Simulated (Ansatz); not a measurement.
`[GeH3][SiH2][GeH2][SiH2][GeH2][GeH3]` + `OB(O)O` → `OB(O)[O][GeH3]` + `[GeH3][SiH2][GeH2][SiH2][GeH3]`  (cleavage of the Ge–Ge bond)

Isolated molecules relaxed with PBE0-D4/def2-TZVP in Ansatz; ΔE leaves out vibrations. CBS: MP2 limit from def2 TZ/QZ plus the TZ coupled-cluster correction, frozen cores. This one scheme is used for every species. Functionals use def2-TZVPP. B3LYP here is the variant with VWN-RPA as its local correlation; programs differ in this. For Ge outer-core shells are correlated without core-valence functions, which leaves a few kJ/mol of doubt a bond. Scalar relativity is left out up to krypton. Each species was taken in one conformer, which may not be the lowest.

`[GeH3][SiH2][GeH2][SiH2][GeH2][GeH3]`:

```xyz
20

Ge    0.175   -2.721    0.317
Si    1.044   -1.611   -1.600
Ge   -0.194    0.349   -2.158
Si    0.547    2.214   -0.879
Ge    0.567    1.638    1.428
Ge   -1.618    0.820    2.087
H    -1.321   -3.022    0.123
H     0.915   -4.051    0.544
H     0.334   -1.861    1.582
H     1.009   -2.564   -2.744
H     2.466   -1.239   -1.357
H    -0.037    0.650   -3.661
H    -1.690    0.099   -1.888
H    -0.362    3.375   -1.092
H     1.914    2.598   -1.330
H     1.620    0.539    1.664
H     0.948    2.849    2.300
H    -2.618    1.989    2.118
H    -2.123   -0.217    1.069
H    -1.575    0.165    3.477
```

`OB(O)O`:

Cartesian coordinates in Å:
```
O -1.303 0.408 0.053
B 0.000 0.000 0.000
O 0.993 0.912 -0.219
O 0.310 -1.320 0.166
H -1.392 1.354 -0.078
H 1.862 0.506 -0.235
H -0.470 -1.860 0.312
```

`OB(O)[O][GeH3]`:

```xyz
10

O    -0.603   -0.548   -1.409
B    -1.024   -0.135   -0.172
O    -2.365   -0.130    0.107
O    -0.113    0.262    0.755
Ge    1.655    0.283    0.461
H    -1.331   -0.803   -1.978
H    -2.540    0.177    0.999
H     2.125   -1.145    0.154
H     1.955    1.243   -0.698
H     2.240    0.796    1.782
```

`[GeH3][SiH2][GeH2][SiH2][GeH3]`:

Z-matrix (Å, degrees):
```
Ge
Si 1 2.379
H 1 1.538 2 109.9
H 1 1.538 2 110.2 3 119.1
H 1 1.538 2 111.5 3 -120.3
Ge 2 2.381 1 109.7 3 -59.3
H 2 1.489 1 109.1 3 59.7
H 2 1.489 1 110.0 3 178.4
Si 6 2.381 2 108.6 1 49.6
H 6 1.541 2 109.9 1 -71.1
H 6 1.541 2 110.3 1 170.0
Ge 9 2.379 6 109.6 2 49.6
H 9 1.489 6 108.7 2 -69.6
H 9 1.489 6 111.0 2 171.3
H 12 1.538 9 111.5 6 -179.9
H 12 1.538 9 109.9 6 -59.6
H 12 1.538 9 110.2 6 59.5
```

| level | ΔE (kcal/mol) | difference from CCSD(T)/CBS |
| --- | --- | --- |
| PBE-D4 | 6.0 | 2.5 |
| PBE0-D4 | 5.6 | 2.1 |
| B3LYP-D4 | 3.2 | -0.3 |
| ωB97X-V | 1.6 | -1.9 |
| r2SCAN | 2.8 | -0.7 |
| B3LYP | 1.1 | -2.4 |
| SCS-MP2/def2-TZVPP | 0.7 | -2.8 |
| SCS-MP2/def2-QZVPP | 0.9 | -2.6 |
| HF/CBS(def2) | -4.6 | -8.1 |
| MP2/CBS(def2) | 3.9 | 0.4 |
| CCSD(T)/CBS | 3.5 | 0 |

Largest T1 diagnostic among the species: 0.012.

In def2-TZVPP, CCSD(T) changes the Hartree–Fock value by +6.5 kcal/mol (the triples alone add +0.6 kcal/mol) and MP2 by +6.9 kcal/mol. The D4 term adds +2.1 kcal/mol with B3LYP and +1.3 kcal/mol with PBE0; it sums over pairs of atoms, weighted by their polarisabilities, and B3LYP, whose exchange is more repulsive, gets the larger term.
